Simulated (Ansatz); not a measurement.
Input for Ansatz (a program for electronic structure): R-B3LYP/def2-TZVPPD on CH3I (SMILES CI) with ghost functions, monomers drawn apart or pushed together. Elements past Kr take the def2 small-core potentials; no spin–orbit coupling. Files ending in .json are basis or fitting sets from the Basis Set Exchange.

Ansatz 0.2 input:
```yaml
crystal:
  periodic: [false, false, false]
  atoms:
    - {symbol: C, position_ang: [-0.24337685, 1.25176811, 5.73434267]}
    - {symbol: I, position_ang: [0.05551356, -0.85488026, 6.11193169]}
    - {symbol: H, position_ang: [-0.51251866, 1.33631032, 4.68722458]}
    - {symbol: H, position_ang: [-1.04052741, 1.58157123, 6.39009306]}
    - {symbol: H, position_ang: [0.69142461, 1.75122951, 5.96034664]}
basis:
  gaussian:
    orbitals: def2-TZVPPD.json
    ghost_atoms:
      - {symbol: C, position_ang: [0.66407957, 0.27617476, 0.22817687]}
      - {symbol: O, position_ang: [-0.66549499, 0.28879574, 0.72999770]}
      - {symbol: H, position_ang: [1.40429290, 0.40827952, 1.02489155]}
      - {symbol: H, position_ang: [0.74869172, 1.10872802, -0.46896618]}
      - {symbol: H, position_ang: [0.88957495, -0.65115430, -0.30866484]}
      - {symbol: H, position_ang: [-0.74764998, -0.41743990, 1.38284481]}
hamiltonian:
  xc: {name: B3LYP}
scf: {lower_state_search: off}
```

Program output:

```
WARN ansatz: RAYON_NUM_THREADS=1 ignored (pool sized by the plan → 1); use --threads N
Functional definition: B3LYP
these checks for a lower state are left out or cut short: stability, starts, cluster_reference, orbital_swaps, neighbouring_geometries, increment
integrals: 0.20 GiB planned
1340 factors; their error is unknown
mean field: 1.66 GiB planned
mean field evaluation 1: about -9184.5922 eV, gradient 4.9e1 eV
mean field evaluation 2: about -9177.5253 eV, gradient 6.7e1 eV
mean field evaluation 4: about -9190.0530 eV, gradient 3.2e0 eV
mean field evaluation 8: about -9190.0650 eV, gradient 1.9e-2 eV
mean field evaluation 16: about -9190.2434 eV, gradient 1.3e-5 eV
mean field -9190.24344343 eV, -337.7352171755 hartree, gradient 4.3e-6 eV, S^2 0.000000; 0 other end points of the search recorded, 0 dependent functions left out
reference -9190.24367753 eV, -337.7352257782 hartree; 17, 17 occupied and 275, 275 virtual orbitals, 1340 factors
Total energy: -9190.24367753 eV, -337.7352257782 hartree
Checks for a lower state left out: stability, starts, cluster_reference, orbital_swaps, neighbouring_geometries, increment
```

Self-consistency was reached.

Cost: roughly 2.9 core-seconds.
